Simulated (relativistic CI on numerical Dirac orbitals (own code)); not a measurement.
## Pr2+: 4s photoemission

Computed with this model: Dirac-Coulomb-Breit CI, KLI orbitals optimised for each configuration, a model potential for QED, valence Slater integrals scaled by 0.9, multiplet model of photoemission in the sudden approximation; configurations [Xe] 4f3 → [Ar] 3d10 4s 4p6 4d10 4f3 5s2 5p6; 300 K; Lorentzian 4.2 eV and Gaussian 0.7 eV FWHM. Energies are those of the free ion, without screening or charge transfer. The energies are binding energies and can lie tens of eV above those of solids. Without intra-shell correlation the exchange splitting of an s hole comes out too large, often by half or more. S is read from ⟨S²⟩ = S(S + 1).

free ion: ground-state S = 1.48, centroid 328.97 eV. Peaks (eV, height): 327.0 (100), 331.8 (67).

Strongest unbroadened transitions for free ion:

```
Energy (eV)  Relative strength
     327.03                0.1
     327.07              100.0
     327.19                0.1
     327.20               41.2
     329.75                0.0
     329.84                0.2
     330.05                0.3
     330.18                1.5
     332.03                0.1
     332.19               75.2
     332.34                0.5
     332.36                0.1
     332.84                3.5
     333.00                0.5
```
